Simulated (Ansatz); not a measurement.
Mulliken charges of `C[NH][AlH][Cl]` from B3LYP/def2-TZVPP in Ansatz (PBE0-D4/def2-TZVP geometry).

| atom | x (Å) | y (Å) | z (Å) | charge (e) |
| --- | --- | --- | --- | --- |
| C1 | -0.612 | 1.171 | 0.148 | -0.176 |
| N2 | -0.419 | -0.263 | 0.193 | -0.306 |
| Al3 | 1.003 | -1.168 | -0.307 | 0.504 |
| Cl4 | 0.939 | -3.257 | -0.102 | -0.281 |
| H5 | 0.281 | 1.656 | -0.257 | 0.087 |
| H6 | -0.788 | 1.597 | 1.142 | 0.096 |
| H7 | -1.453 | 1.457 | -0.494 | 0.096 |
| H8 | -1.223 | -0.749 | 0.561 | 0.122 |
| H9 | 2.272 | -0.444 | -0.884 | -0.141 |

By hand: the dipole of these point charges (1 e Å = 4.8032 D).

Σ q r = (-0.183, 0.609, 0.022) e Å, of length 0.636 e Å = 3.05 D.

How does the dipole of the full density compare? (An estimate is asked.)

Computed: (-0.218, 0.389, 0.055) e Å, 2.16 D; the point charges give 1.41 times that, at 13° from its direction.

Point charges leave out the atoms' own dipoles, such as those of lone pairs, and Mulliken's split depends on the basis, so the two needn't agree.

B3LYP here is the variant with VWN-RPA as its local correlation; programs differ in this.
